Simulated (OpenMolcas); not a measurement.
**As: effect of correlating more closed shells**

```
Program             : OpenMolcas 26.06
Basis               : ANO-R1 [5s4p3d1f]
Scalar Hamiltonian  : X2C, finite nucleus
Active space        : 3 electrons in 3 orbitals (4p)
State averaging     : 2S+1 = 4 odd, 1 root; 2S+1 = 2 odd, 8 roots
Spin-orbit coupling : state interaction with AMFI integrals over the reference wave functions, term energies averaged over their components
```

Methods on the same reference wave functions:
A. CASSCF
B. SS-CASPT2, IPEA 0.25 Eh, imaginary shift 0.1 Eh (closed shells correlated: 4s)
C. SS-CASPT2, IPEA 0.25 Eh, imaginary shift 0.1 Eh (closed shells correlated: 3d 4s)

Energies in cm-1 above 4s2 4p3 4S* 3/2, the measured ground level; measured values from NIST Handbook of Basic Atomic Spectroscopic Data.

| Level | A | B | C | Measured |
| --- | --- | --- | --- | --- |
| 4s2 4p3 4S* 3/2 | 0.0 | 0.0 | 0.0 | 0.0 |
| 4s2 4p3 2D* 3/2 | 14828 | 13370 | 13550 | 10593 |
| 4s2 4p3 2D* 5/2 | 14987 | 13560 | 13730 | 10915 |
| 4s2 4p3 2P* 1/2 | 24871 | 21910 | 22110 | 18186 |
| 4s2 4p3 2P* 3/2 | 25085 | 22150 | 22360 | 18648 |

Deviations, from unrounded energies. A percentage is the sum of absolute deviations over the sum of measured energies, with the sign that they share, or ± where signs differ.

```json
{"Against measurement": "mean absolute deviation (cm-1)", "Levels": "4", "A": "5400", "B": "3200", "C": "3400"}
{"Against measurement": "other terms of the ground configuration (%)", "Levels": "4", "A": "+36.7", "B": "+21.7", "C": "+23.0"}
```

B lies closest to measurement on these levels and A furthest from it. The largest miss of B in the table is 4s2 4p3 2P* 1/2, by +3700 cm-1. The ranking rests on the paired levels alone, and a cruder setting can come out closer through cancelling errors.

Between B and C the level of the table that moves most is 4s2 4p3 2P* 1/2, by 210 cm-1 (lowest in B, highest in C). Moves below CASPT2's spread within the term are not significant.

The mean deviations of B to C differ by less than CASPT2's widest spread within a term (200 cm-1), so their order carries little weight.

From A to B the spin-free energies of the other terms of 4s2 4p3 shown, above 4S*, scale by factors of 0.88 to 0.90.

The lowest spin-free term lies below A's lowest term by 0.054 hartree in B, 0.428 hartree in C.

What an inner shell adds also hangs on whether the basis holds functions to correlate it.

Term energies are means over components that CASPT2 splits; among the terms shown or strongly mixed into the levels shown the widest spread is 200 cm-1 (4s2 4p3 2D*, C). With the s shell closed, the reference lacks s² → p² mixing. Without dynamic correlation excited terms often stand tens of per cent too high (terms of higher spin than the ground term too low), and those without a measured partner can miss by more than the paired ones (holds for A). Some terms miss by over 15 % even with CASPT2, which points to a basis or an active space too small for the shells correlated (holds for B; C). Measured partners are found by configuration, term and J. A level has none where our copy of the source lacks it or the pairing is in doubt (some pairs that miss far off the trend of their configuration count as doubtful), and it then counts in no deviation. Levels of configurations outside the active space are missing.

* marks odd parity.
